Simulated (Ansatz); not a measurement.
Calculated with Ansatz (gas phase, PBE0-D4/def2-TZVP geometries, no zero-point term in ΔE). CBS: MP2 limit from def2 TZ/QZ plus the TZ coupled-cluster correction, frozen cores. Functionals use def2-TZVPP. B3LYP here is the variant with VWN-RPA as its local correlation; programs differ in this. def2 core potentials past Kr. For Sn outer-core shells are correlated without core-valence functions, which leaves a few kJ/mol of doubt a bond.

`[Cl][Al]1[CH2][AlH]1` + `C#[C][SnH3]` → `[CH2]1[AlH][AlH]1` + `C#[C][SnH2][Cl]`  (redistribution)

| level | ΔE (kJ/mol) | difference from CCSD(T)/CBS |
| --- | --- | --- |
| LDA (SPW92) | 91.1 | 9.9 |
| PBE-D4 | 83.6 | 2.4 |
| revPBE-D4 | 80.8 | -0.4 |
| BLYP-D4 | 81.7 | 0.5 |
| r2SCAN-D4 | 86.3 | 5.1 |
| B97M-V | 78.8 | -2.4 |
| PBE0-D4 | 83.7 | 2.5 |
| B3LYP-D4 | 82.5 | 1.3 |
| r2SCANh-D4 | 86.5 | 5.3 |
| r2SCAN0-D4 | 86.6 | 5.4 |
| CAM-B3LYP-D4 | 84.4 | 3.2 |
| ωB97X-V | 81.4 | 0.2 |
| ωB97M-V | 85.4 | 4.2 |
| B2PLYP | 86.1 | 4.9 |
| PBE-QIDH | 86.5 | 5.3 |
| PBE | 84.6 | 3.4 |
| revPBE | 83.0 | 1.8 |
| BLYP | 83.8 | 2.6 |
| r2SCAN | 86.5 | 5.3 |
| PBE0 | 84.6 | 3.4 |
| B3LYP | 84.3 | 3.1 |
| r2SCANh | 86.7 | 5.5 |
| r2SCAN0 | 86.8 | 5.6 |
| BHLYP | 83.5 | 2.3 |
| CAM-B3LYP | 85.3 | 4.1 |
| LC-ωPBE | 84.3 | 3.1 |
| HF/def2-SVP | 80.5 | -0.7 |
| MP2/def2-SVP | 91.1 | 9.9 |
| CCSD/def2-SVP | 89.5 | 8.3 |
| CCSD(T)/def2-SVP | 90.9 | 9.7 |
| HF/def2-TZVPP | 77.6 | -3.6 |
| MP2/def2-TZVPP | 89.7 | 8.5 |
| SCS-MP2/def2-TZVPP | 86.0 | 4.8 |
| CCSD/def2-TZVPP | 87.4 | 6.2 |
| CCSD(T)/def2-TZVPP | 88.7 | 7.5 |
| HF/def2-QZVPP | 75.6 | -5.6 |
| SCS-MP2/def2-QZVPP | 81.5 | 0.3 |
| HF/CBS(def2) | 75.3 | -5.9 |
| MP2/CBS(def2) | 82.2 | 1.0 |
| CCSD/CBS(def2) | 79.9 | -1.3 |
| CCSD(T)/CBS | 81.2 | 0 |

Largest T1 diagnostic among the species: 0.014.

At CCSD(T), def2-SVP lies +9.7 kJ/mol from the extrapolated value and def2-TZVPP +7.5 kJ/mol. In def2-TZVPP, CCSD(T) changes the Hartree–Fock value by +11.1 kJ/mol (the triples alone add +1.2 kJ/mol) and MP2 by +12.1 kJ/mol.
